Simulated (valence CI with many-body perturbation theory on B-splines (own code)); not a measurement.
## Sm⁴⁰⁺: what the settings do

Computed by valence CI with perturbative core correlation (CI+MBPT): four valence electrons over a frozen Dirac-Fock core [Ar], radial functions for each j: 6 s, 6 p, 5 d, 5 f, 1 g, with the one-electron correlation potential Σ1 (screened to all orders), the two-electron term Σ2, the three-electron term Σ3, Breit, model QED; selected single and double excitations, second order for the rest, scaled by the run's own slope (own B-spline code, finite nucleus).

The last digits are not significant, and no measured levels were compared; by estimate large intervals hold to a few tenths of a per cent, small ones and those within an open d or f shell to about a per cent. Only levels of the ground parity were solved; by the run's estimate the other parity begins above the list, which can be wrong where configurations are misplaced.

The reference run has the lowest level (3d3/2^4) J=0 and an ionisation energy of 3029.09 eV. Its largest variational space holds 8174 state functions.

Levels are named by their leading jj configuration (3d3/2^4 stands for four electrons in 3d with j = 3/2), which in mixed levels can hold well under half, so a name can repeat and another be missing. Letters in brackets count levels of one name in rising energy.

Changed runs:
A. box radius (bohr) 2.7953 → 2.56
B. correlating orbitals by l 3 3 3 3 1 → 4 4 0 0 0; cutoff of virtual states (hartree) 7688 → 12960
C. size limit of the variational space 10000 → 1500; second order for the rest on → off
D. closed core [Ar] → [Ar] 3d1 (bad on purpose)

Excitation energies of the reference run in cm⁻¹, and shifts in cm⁻¹:

| Level | Reference | A | B | C |
| --- | --- | --- | --- | --- |
| (3d3/2^3 3d5/2) J=1 | 193647 | 0 | -1174 | +879 |
| (3d3/2^3 3d5/2) J=4 | 273529 | 0 | -150 | +3023 |
| (3d3/2^3 3d5/2) J=2 | 273880 | 0 | -640 | +2569 |
| (3d3/2^3 3d5/2) J=3 | 300635 | 0 | -177 | +2820 |
| (3d3/2^2 3d5/2^2) J=0 | 446162 | 0 | -1033 | -8.4 |
| (3d3/2^2 3d5/2^2) J=4 [a] | 463953 | 0 | -1209 | +2482 |
| (3d3/2^2 3d5/2^2) J=2 [a] | 465075 | 0 | -213 | +2825 |
| (3d3/2^2 3d5/2^2) J=3 [a] | 478585 | 0 | -797 | +2566 |
| (3d3/2^2 3d5/2^2) J=5 | 506229 | 0 | -633 | +2114 |
| (3d3/2^2 3d5/2^2) J=6 | 525647 | 0 | -466 | +973 |
| (3d3/2^2 3d5/2^2) J=1 | 527123 | 0 | -34 | +1270 |
| (3d3/2^2 3d5/2^2) J=4 [b] | 556637 | 0 | +109 | +3154 |
| Ionisation energy (eV) | 3029.09 | +9e-05 | -0.39 | +0.035 |

Run D: It gave no result: the perturbation theory needs a core of closed shells. The program said: "the core must hold closed shells only".
